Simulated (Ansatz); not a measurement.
Cost and result for the atomization energy of C2H6AlFO2 (12 atoms, 13 bonds).

```xyz
12

C    -0.827    1.196   -0.674
O    -0.345    0.026   -0.026
C     0.581   -0.871   -0.714
F     1.501   -0.078   -1.347
O     1.079   -1.584    0.266
Al    0.367   -0.691    1.666
H    -1.332    0.916   -1.600
H    -0.006    1.881   -0.885
H    -1.542    1.660    0.003
H     0.039   -1.412   -1.500
H    -0.783   -1.450    2.444
H     1.268    0.407    2.368
```

Charge 0, multiplicity 1. The bonds changed during the relaxation, so this is another structure than the one it started from. Geometry: relaxed with PBE0-D4/def2-TZVP. It is one conformer, not always the lowest. Program: Ansatz. All runs use 4 threads of an Arm Neoverse N1 on a shared host. Times are those of one run each, without the atoms' runs, and a repeat can differ threefold. Electronic energies, without spin–orbit coupling; frozen cores. CCSD(T)/CBS adds CCSD(T) − MP2 in def2-TZVPP to the MP2 limit, and its time is that of the two runs behind it. T1 = 0.012. B3LYP takes the VWN-RPA correlation (the form of Gaussian; ORCA's B3LYP/G).

CCSD(T)/CBS is a level of theory with its own doubt, some kJ/mol a heavy atom from the limit and from the frozen cores, so smaller differences don't rank the functionals.

```
                             level  functions  wall time
   PBE-D4/def2-TZVPP (with forces)        281      5.5 s
                PBE0-D4/def2-TZVPP        281      6.5 s
 B3LYP-D4/def2-TZVPP (with forces)        281      9.5 s
r2SCAN-D4/def2-TZVPP (with forces)        281       11 s
                 B2PLYP/def2-TZVPP        281       12 s
                ωB97X-V/def2-TZVPP        281       16 s
  ωB97M-V/def2-TZVPP (with forces)        281       24 s
                    MP2/def2-QZVPP        535       52 s
                CCSD(T)/def2-TZVPP        281    9.6 min
                 CCSD(T)/CBS(def2)          –     10 min
```

What atomization energy does each give, and how far from CCSD(T)/CBS? (An estimate is asked.)

The calculation gave: 
```
                             level  atomization (kJ/mol)  difference from CCSD(T)/CBS  per bond
   PBE-D4/def2-TZVPP (with forces)                4566.2                         83.2       6.4
                PBE0-D4/def2-TZVPP                4458.8                        -24.2      -1.9
 B3LYP-D4/def2-TZVPP (with forces)                4456.4                        -26.6      -2.0
r2SCAN-D4/def2-TZVPP (with forces)                4495.2                         12.2       0.9
                 B2PLYP/def2-TZVPP                4420.9                        -62.1      -4.8
                ωB97X-V/def2-TZVPP                4492.5                          9.5       0.7
  ωB97M-V/def2-TZVPP (with forces)                4490.5                          7.5       0.6
                    MP2/def2-QZVPP                4540.4                         57.4       4.4
                CCSD(T)/def2-TZVPP                4364.0                       -119.0      -9.2
                 CCSD(T)/CBS(def2)                4483.0                          0.0       0.0
```

From PBE to PBE0 (25 % exact exchange), in def2-TZVPP and without D4, the atomization energy moves by −103.7 kJ/mol: exact exchange takes away binding that semilocal exchange gives to molecules. In def2-TZVPP, CCSD(T) changes the Hartree–Fock value by +1181.7 kJ/mol (the triples alone add +72.7 kJ/mol) and MP2 by +1287.1 kJ/mol; breaking electron pairs costs correlation energy, which Hartree–Fock lacks. The D4 term adds +37.4 kJ/mol with B3LYP and +19.7 kJ/mol with PBE0; it sums over pairs of atoms, weighted by their polarisabilities, and B3LYP, whose exchange is more repulsive, gets the larger term.
